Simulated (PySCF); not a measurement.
Isomers of C4H11NO2Si2, mass 161.033 u with the commonest isotopes. Level of theory: PBE0/pcSseg-1 in PySCF (dipole) on a GFN2-xTB geometry, gas phase. One conformer each, none proved a minimum here; rigid rotors.

Question: Order these by radius of gyration √(Σ m r²/M), smallest first.
A. `[NH2:1][C:2](=[O:3])[Si@@H:4]1[CH2:5][C@H:6]([CH2:7][SiH3:8])[O:9]1` with H–N1–C2–O3 -5° and -171°, N1–C2–Si4–C5 75°, C5–C6–C7–Si8 71°
B. `[O:1]=[C:2]([OH:3])/[CH:4]=[CH:5]/[CH2:6][N:7]([SiH3:8])[SiH3:9]` with O1–C2–O3–H 0°, O1–C2–C4–C5 -2°, C4–C5–C6–N7 -123°, C5–C6–N7–Si8 -87°
C. `[CH2:1]=[C:2]([CH:3]=[O:4])[Si@@H:5]([OH:6])[SiH2:7][NH:8][CH3:9]` with C1–C2–C3–O4 180°, C1–C2–Si5–O6 -158°, C2–Si5–O6–H -30°, C2–Si5–Si7–N8 162°, Si5–Si7–N8–C9 53°
D. `[CH2:1]=[C:2]([SiH2:3][NH2:4])[C:5](=[O:6])[CH2:7][O:8][SiH3:9]` with C1–C2–Si3–N4 -55°, C2–Si3–N4–H 174° and -50°, C1–C2–C5–O6 -57°, C2–C5–C7–O8 -9°, C5–C7–O8–Si9 -167°

Answer: D (2.293 Å), C (2.472 Å), A (2.585 Å), B (2.707 Å).

Question: Order these by rotational constant B, largest first.
A. `[O:1]=[C:2]([OH:3])/[CH:4]=[CH:5]/[CH2:6][N:7]([SiH3:8])[SiH3:9]` with O1–C2–O3–H 0°, O1–C2–C4–C5 -2°, C4–C5–C6–N7 -123°, C5–C6–N7–Si8 -87°
B. `[NH2:1][C:2](=[O:3])[Si@@H:4]1[CH2:5][C@H:6]([CH2:7][SiH3:8])[O:9]1` with H–N1–C2–O3 -5° and -171°, N1–C2–Si4–C5 75°, C5–C6–C7–Si8 71°
C. `[CH2:1]=[C:2]([SiH2:3][NH2:4])[C:5](=[O:6])[CH2:7][O:8][SiH3:9]` with C1–C2–Si3–N4 -55°, C2–Si3–N4–H 174° and -50°, C1–C2–C5–O6 -57°, C2–C5–C7–O8 -9°, C5–C7–O8–Si9 -167°
D. `[CH2:1]=[C:2]([CH:3]=[O:4])[Si@@H:5]([OH:6])[SiH2:7][NH:8][CH3:9]` with C1–C2–C3–O4 180°, C1–C2–Si5–O6 -158°, C2–Si5–O6–H -30°, C2–Si5–Si7–N8 162°, Si5–Si7–N8–C9 53°

Answer: C (956.1 MHz), D (643.8 MHz), B (526.4 MHz), A (503.3 MHz).

Question: Order these by rotational constant C, smallest first.
A. `[O:1]=[C:2]([OH:3])/[CH:4]=[CH:5]/[CH2:6][N:7]([SiH3:8])[SiH3:9]` with O1–C2–O3–H 0°, O1–C2–C4–C5 -2°, C4–C5–C6–N7 -123°, C5–C6–N7–Si8 -87°
B. `[NH2:1][C:2](=[O:3])[Si@@H:4]1[CH2:5][C@H:6]([CH2:7][SiH3:8])[O:9]1` with H–N1–C2–O3 -5° and -171°, N1–C2–Si4–C5 75°, C5–C6–C7–Si8 71°
C. `[CH2:1]=[C:2]([CH:3]=[O:4])[Si@@H:5]([OH:6])[SiH2:7][NH:8][CH3:9]` with C1–C2–C3–O4 180°, C1–C2–Si5–O6 -158°, C2–Si5–O6–H -30°, C2–Si5–Si7–N8 162°, Si5–Si7–N8–C9 53°
D. `[CH2:1]=[C:2]([SiH2:3][NH2:4])[C:5](=[O:6])[CH2:7][O:8][SiH3:9]` with C1–C2–Si3–N4 -55°, C2–Si3–N4–H 174° and -50°, C1–C2–C5–O6 -57°, C2–C5–C7–O8 -9°, C5–C7–O8–Si9 -167°

Answer: A (454.6 MHz), B (502.2 MHz), C (528.6 MHz), D (649.3 MHz).

```tsv
SMILES	point group	Ia (u·Å²)	Ib (u·Å²)	Ic (u·Å²)	κ	μa (D)	μb (D)	μc (D)
O=C(O)/C=C/CN([SiH3])[SiH3]	C1	243.56	1004.10	1111.82	-0.94	0.38	0.90	1.21
C=C(C=O)[Si@@H](O)[SiH2]NC	C1	227.75	784.95	956.16	-0.86	0.22	2.76	0.31
C=C([SiH2]N)C(=O)CO[SiH3]	C1	386.00	528.58	778.35	-0.07	3.32	1.76	0.55
NC(=O)[Si@@H]1C[C@H](C[SiH3])O1	C1	186.12	960.14	1006.41	-0.98	2.64	1.41	0.68
```
